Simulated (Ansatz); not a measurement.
Species: CH$_{3}$SSi, SMILES `C=[SiH][S]` (charge 0, multiplicity 2).

Give a relaxed geometry from PBE0-D3(BJ)/def2-TZVP (Ansatz, a quantum-chemistry and plane-wave program).

the end point of this relaxation (outside a Z-matrix the atoms follow the SMILES, hydrogens last).
Z-matrix (Å, degrees):
```
Si
H 1 1.4834
C 1 1.7989 2 111.08
H 3 1.0849 1 121.25 2 180.00
H 3 1.0861 4 116.00 1 -180.00
S 1 1.9562 2 124.19 3 -180.00
```
